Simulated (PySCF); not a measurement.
Species: H9NOSi3.
SMILES: `N[Si@@H]([SiH3])[SiH2]O`

Torsions of this conformer, `[NH2:1][Si@@H:2]([SiH3:3])[SiH2:4][OH:5]`: N1–Si2–Si4–O5 -149°, H–N1–Si2–Si3 -65°, H–N1–Si2–Si3 70°, H–O5–Si4–Si2 176°.

The closed-shell ground state was solved at several levels (PySCF, density fitting, gas phase, non-relativistic). One conformer (not necessarily the lowest) at the PBE0-D3(BJ)/def2-SVP geometry, without solvent, vibrations or thermal averaging.

```
         level  basis functions  HOMO (eV)  LUMO (eV)  gap (eV)  dipole (D)
  KT3/pcSseg-1              151      -5.70      -1.42      4.28        1.36
   HF/pcSseg-1              151      -9.52       2.61     12.13        1.43
B97-D/pcSseg-1              151      -5.59      -1.22      4.37        1.39
B3LYP/pcSseg-1              151      -6.59      -0.74      5.85        1.41
  PBE/pcSseg-1              151      -5.60      -1.39      4.21        1.41
  KT2/pcSseg-1              151      -5.69      -1.55      4.14        1.38
 BLYP/pcSseg-1              151      -5.45      -1.22      4.23        1.41
```

Estimate the row for BP86/pcSseg-1, a basis of 151 functions; the other rows only guide the guess.

HOMO -5.71 eV, LUMO -1.44 eV, gap 4.27 eV, dipole 1.41 D.

Over all these levels, which gives the widest orbital gap and which the narrowest?

HF/pcSseg-1 (Hartree–Fock, all exact exchange) has the widest, 12.13 eV, and KT2/pcSseg-1 (GGA) the narrowest, 4.14 eV. From the narrowest to the widest the HOMO moves by -3.83 eV and the LUMO by +4.16 eV.

In the pcSseg-1 basis, how does the gap go with the fixed share of exact exchange?

KT2 (0 %) 4.14 eV; PBE (0 %) 4.21 eV; BLYP (0 %) 4.23 eV; BP86 (0 %) 4.27 eV; KT3 (0 %) 4.28 eV; B97-D (0 %) 4.37 eV; B3LYP (20 %) 5.85 eV; HF (100 %) 12.13 eV. Each rise in the share widens the gap here.

How far do the dipole and the HOMO energy spread over the levels?

The dipole runs from 1.36 to 1.43 D (mean 1.40 D) and the HOMO from -9.52 to -5.45 eV.
